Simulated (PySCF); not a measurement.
# Two-component Hartree-Fock for N(3+) (nitrogen, charge +3)

Start: [He] 2p2; 2p3/2 filled at m_j = +1/2, +3/2. Calculated with PySCF 2.14 in x2c-TZVPall-2c: generalised Hartree-Fock with the X2C-1e Hamiltonian and a Gaussian nucleus; one run each with spin-orbit coupling (SO) switched off, then screened by Boettger's factors. This is a chosen level, not necessarily the ground level.

```
spinor shell  electrons  ε, spin-free (eV)  ε, screened SO (eV)  weight of nominal j (screened SO)  rms radius, screened SO (bohr)
       1s1/2          2            -488.44              -488.45                              1.000                           0.265
       2p3/2          2            -65.716              -65.712                              0.831                            1.15
```

```json
{"quantity": "E (hartree)", "spin-free": "-50.38180", "screened SO": "-50.38144"}
{"quantity": "M_J", "spin-free": "2", "screened SO": "2"}
{"quantity": "⟨J²⟩", "spin-free": "6.000", "screened SO": "6.000"}
{"quantity": "⟨L²⟩", "spin-free": "2.000", "screened SO": "2.000"}
{"quantity": "⟨S²⟩", "spin-free": "2.000", "screened SO": "2.000"}
```

Each row is a mean over spinors that exchange with the open shell spreads, by up to 2.514 eV (1s1/2).

Rows whose weight is well below 1 are mixtures of j = l ± 1/2: exchange outweighs spin-orbit coupling there, and the label is only the starting occupation.

Without spin-orbit coupling the j labels of p, d and f shells carry no meaning; the spin-free column gives the mean over the occupied spinors of each nl shell.
